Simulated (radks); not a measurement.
The mercury ion Hg37+, configuration [Kr] 4d7 (the NIST ground configuration).

Method: Dirac Kohn-Sham, PBE, spin-unpolarised, spherical densities, point nucleus; open shells fill j = l - 1/2 first; computed with a radial shooting solver on a logarithmic mesh with Libxc functionals.

Energy parts (hartree):
total: -18866.2351
kinetic: 21904.5364
electron-nucleus: -45042.1761
Hartree: 4581.6455
exchange-correlation: -310.2409

Orbitals (lengths in bohr, moments of r in powers of bohr):
| orbital | occ. | eigenvalue (hartree) | <r^4> | <r> |
|---|---|---|---|---|
| 1s1/2 | 2 | -3109.237 | 3.991e-07 | 0.01658 |
| 2s1/2 | 2 | -597.9757 | 0.00005783 | 0.06924 |
| 2p1/2 | 2 | -575.9121 | 0.00003431 | 0.05693 |
| 2p3/2 | 4 | -504.3511 | 0.00005385 | 0.06560 |
| 3s1/2 | 2 | -185.0025 | 0.002027 | 0.1789 |
| 3p1/2 | 2 | -175.2257 | 0.001759 | 0.1692 |
| 3p3/2 | 4 | -159.1093 | 0.002422 | 0.1845 |
| 3d3/2 | 4 | -143.1430 | 0.001583 | 0.1605 |
| 3d5/2 | 6 | -139.6863 | 0.001740 | 0.1651 |
| 4s1/2 | 2 | -79.14563 | 0.03331 | 0.3703 |
| 4p1/2 | 2 | -74.90086 | 0.03341 | 0.3676 |
| 4p3/2 | 4 | -70.07449 | 0.04273 | 0.3919 |
| 4d3/2 | 4 | -63.26243 | 0.04124 | 0.3823 |
| 4d5/2 | 3 | -62.25641 | 0.04405 | 0.3892 |

The highest occupied level is 4d5/2 at -1694.1 eV. Summed over all electrons, <r^2> = 3.151 bohr^2, which gives a Langevin (diamagnetic) susceptibility term of -2.5 x 10^-6 cm^3/mol. The density falls to 0.001 e/bohr^3 at r = 1.06 bohr. For comparison, the ionisation energy in NIST's Atomic Spectra Database is 1723 eV (theoretical). In exact Kohn-Sham theory the highest level is minus the ionisation energy, but local and semilocal functionals leave it too shallow, through self-interaction and a potential that decays too fast; potentials with the right tail come closer.

Beside tabulated values, note that spin-unpolarised runs miss the spin-polarisation part of the exchange energy of open shells.
